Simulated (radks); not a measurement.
Q: Cu IV, 26 electrons, occupied as [Ar] 3d4.5 4s1 4p2.5 (fractional occupations, a model configuration). All-electron calculation, scalar-relativistic Kohn-Sham, PBE, spin-polarised, spherical densities, finite nucleus; open shells are filled with parallel spins first; Fermi nuclear charge, rms radius 3.8823 fm. Program: a radial shooting solver on a logarithmic mesh with Libxc functionals. Some entries of the table are withheld. Estimate them.

| orbital | occ. | eigenvalue (eV) | <r^2> (bohr^2) | r(max) (bohr) |
|---|---|---|---|---|
| 1s up | 1 | -8938.546 | 0.003658 | 0.03411 |
| 1s down | 1 | -8938.227 | 0.003657 | 0.03411 |
| 2s up | 1 | -1157.023 | 0.06538 | 0.1968 |
| 2s down | 1 | -1152.997 | 0.06508 | 0.1966 |
| 2p up | 3 | -1010.686 | 0.05243 | 0.1584 |
| 2p down | 3 | -1007.523 | 0.05212 | 0.1582 |
| 3s up | 1 | -200.2452 | 0.5327 | 0.6021 |
| 3s down | 1 | -192.6901 | 0.5379 | 0.6039 |
| 3p up | 3 | -156.4715 | 0.5707 | 0.6025 |
| 3p down | 3 | -148.9612 | 0.5782 | 0.6051 |
| 3d up | 4.5 | (1) | 0.6472 | 0.5493 |
| 3d down | 0 | (2) | 0.6662 | 0.5557 |
| 4s up | 1 | -47.4829 | (3) | 1.629 |
| 4p up | 2.5 | (4) | 4.502 | 1.792 |

A: 
(1) 3d up eigenvalue (eV): -86.0597
(2) 3d down eigenvalue (eV): -78.3351
(3) 4s up <r^2> (bohr^2): 3.621
(4) 4p up eigenvalue (eV): -36.8192
